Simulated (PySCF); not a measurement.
CH$_{5}$GaN (SMILES [CH3][Ga+][NH2]), charge +1, singlet, at a GFN2-xTB geometry (such geometries of metal compounds can be far from the true shape). Base run: PBE0/STO-3G in PySCF.

Here is a job for PySCF.
```python
from pyscf import gto, scf, dft

mol = gto.M(
    atom='''
Ga   -0.02078167   -0.04139309    0.01871991
C    -0.32965711    1.59034736   -1.18372534
H    -1.18371196    2.14260301   -0.78054048
H    -0.53325475    1.22375778   -2.19427313
H     0.58532729    2.19041600   -1.15293618
N     0.45638313   -1.42157676    1.12474740
H     0.54897475   -2.36245116    0.73536416
H     0.01015732   -1.50218645    2.04118885
''',
    basis='sto-3g',
    charge=1,
    verbose=4,
)

mf = dft.RKS(mol)
mf.xc = 'pbe0'
mf.kernel()
mo_i, mo_e, stable_i, stable_e = mf.stability(internal=True, external=True, return_status=True, nroots=6, tol=1e-6)
print('internally stable:', stable_i, ' externally stable:', stable_e)
if not stable_e:
    umf = mf.to_uhf() if not hasattr(mf, 'xc') else mf.to_uks()
    umf.scf_summary = {}
    umf.kernel(umf.make_rdm1(mo_e, umf.mo_occ))
mf.analyze()
```

The bond that is stretched is that between atoms 5 and 2. A test that says stable can miss a lower solution.

Each row names what was changed in the base input (with any setting that the change needs).

| change | ΔE vs base (eV) | <S^2> | E after following the instability (Eh) | <S^2> there | HOMO-LUMO gap (eV) | stability test says |
|---|---|---|---|---|---|---|
| base | 0.00 | 0.000 | - | - | 4.52 | stable |
| bond × 1.25 | 0.98 | 0.000 | - | - | 4.50 | stable |
| bond × 1.5 | 2.75 | 0.000 | - | - | 4.51 | stable |
| bond × 1.8 | 4.78 | 0.000 | -1996.21451 | 0.00 | 4.36 | external instability |
| bond × 2.2 | 6.77 | 0.000 | -1996.14147 | 0.00 | 3.52 | external instability |
| bond × 3.0 | 8.55 | 0.000 | -1996.16633 | 1.02 | 1.50 | external instability |

Where a bond breaks into two radicals, a solution with restricted orbitals usually stops being the lowest and lies too high; an unrestricted one lies lower at the price of spin contamination, which <S^2> shows.
